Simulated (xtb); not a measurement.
Br3Sb, triplet, at the geometry of the source list (a higher spin typed on purpose: for a closed-shell molecule this is an excited state); GFN0-xTB in xtb 6.7.1.

Input for xtb:
```
$ xtb mol.xyz --gfn 0 --uhf 2 --json

# file mol.xyz
4

Sb    -0.00080000    -0.00100000     0.98720000
Br     0.52170000    -2.12260000    -0.32890000
Br     1.57800000     1.51330000    -0.32940000
Br    -2.09900000     0.61030000    -0.32890000
```

**Question.** What does xtb print? Leave out banner, timings and long lists.

**Answer.** 
```
   ID    Z sym.   atoms
    1   51 Sb     1
    2   35 Br     2-4

           -------------------------------------------------
          |                Calculation Setup                |
           -------------------------------------------------

           -------------------------------------------------
          |                 G F N 0 - x T B                 |
           -------------------------------------------------

          ...................................................
          :                      SETUP                      :
          :.................................................:
          :  # basis functions                  40          :
          :  # atomic orbitals                  36          :
          :  # shells                           12          :
          :  # electrons                        26          :
          :  electronic temp.          300.0000000     K    :
          :  accuracy                    1.0000000          :
          :  -> integral cutoff          0.2500000E+02      :
          :  -> integral neglect         0.1000000E-07      :
          ...................................................

         :::::::::::::::::::::::::::::::::::::::::::::::::::::
         ::                     SUMMARY                     ::
         :::::::::::::::::::::::::::::::::::::::::::::::::::::
         :: total energy             -13.512156523775 Eh    ::
         :: gradient norm              0.031612664457 Eh/a0 ::
         :: HOMO-LUMO gap              0.007045702565 eV    ::
         ::.................................................::
         :: H0 energy                -13.448949782273 Eh    ::
         :: repulsion energy           0.005954270904 Eh    ::
         :: electrostat energy        -0.067635965312 Eh    ::
         :: -> Gsolv                   0.000000000000 Eh    ::
         ::    -> Gsasa                0.000000000000 Eh    ::
         ::    -> Gshift               0.000000000000 Eh    ::
         :: dispersion energy         -0.001525047094 Eh    ::
         :: short-range corr.          0.000000000000 Eh    ::
         :: add. restraining           0.000000000000 Eh    ::
         :: total charge               0.000000000000 e     ::
         :::::::::::::::::::::::::::::::::::::::::::::::::::::

           -------------------------------------------------
          |                Property Printout                |
           -------------------------------------------------

    * Orbital Energies and Occupations

         #    Occupation            Energy/Eh            Energy/eV
      -------------------------------------------------------------
         1        2.0000           -0.7380442             -20.0832
         2        2.0000           -0.7314754             -19.9045
         3        2.0000           -0.7314678             -19.9043
         4        2.0000           -0.6850700             -18.6417
         5        2.0000           -0.4610135             -12.5448
         6        2.0000           -0.4609834             -12.5440
         7        2.0000           -0.4500335             -12.2460
         8        2.0000           -0.4308257             -11.7234
         9        2.0000           -0.4308166             -11.7231
        10        1.9844           -0.4219961             -11.4831
        11        1.9843           -0.4219914             -11.4830
        12        1.9824           -0.4218787             -11.4799
        13        1.0490           -0.4152419             -11.2993
        14        0.5340           -0.2612287              -7.1084 (HOMO)
        15        0.4660           -0.2609698              -7.1013 (LUMO)
        16                         -0.2341000              -6.3702
        17                         -0.0514634              -1.4004
        18                         -0.0514531              -1.4001
        19                         -0.0487895              -1.3276
        20                         -0.0452465              -1.2312
        21                         -0.0452337              -1.2309
        22                         -0.0416187              -1.1325
        23                         -0.0411698              -1.1203
        24                         -0.0411666              -1.1202
        25                         -0.0367170              -0.9991
       ...                                ...                  ...
        36                          0.9787187              26.6323
      -------------------------------------------------------------
                  HL-Gap            0.0002589 Eh            0.0070 eV
             Fermi-level            0.0000000 Eh            0.0000 eV

     #   Z          covCN         q      C6AA      α(0)
     1  51 Sb       2.518     0.602   381.797    36.914
     2  35 Br       0.849    -0.201   186.002    22.003
     3  35 Br       0.848    -0.200   185.996    22.003
     4  35 Br       0.849    -0.201   186.001    22.003

 Mol. C6AA /au·bohr⁶  :       3639.234309
 Mol. C8AA /au·bohr⁸  :     277249.604215
 Mol. α(0) /au        :        102.923340

Wiberg/Mayer (AO) data.
largest (>0.10) Wiberg bond orders for each atom

 ---------------------------------------------------------------------------
     #   Z sym  total        # sym  WBO       # sym  WBO       # sym  WBO
 ---------------------------------------------------------------------------
     1  51 Sb   2.883 --     2 Br   0.964     4 Br   0.963     3 Br   0.957
     2  35 Br   1.287 --     1 Sb   0.964     3 Br   0.162     4 Br   0.162
     3  35 Br   1.280 --     1 Sb   0.957     4 Br   0.162     2 Br   0.162
     4  35 Br   1.286 --     1 Sb   0.963     3 Br   0.162     2 Br   0.162
 ---------------------------------------------------------------------------

Topologies differ in total number of bonds
Writing topology from bond orders to xtbtopo.mol

 dipole moment from electron density (au)
     X       Y       Z
  -0.0204  -0.0256   1.3585  total (Debye):    3.454

           -------------------------------------------------
          | TOTAL ENERGY              -13.512156523775 Eh   |
          | GRADIENT NORM               0.031612664457 Eh/α |
          | HOMO-LUMO GAP               0.007045702565 eV   |
           -------------------------------------------------

normal termination of xtb
```
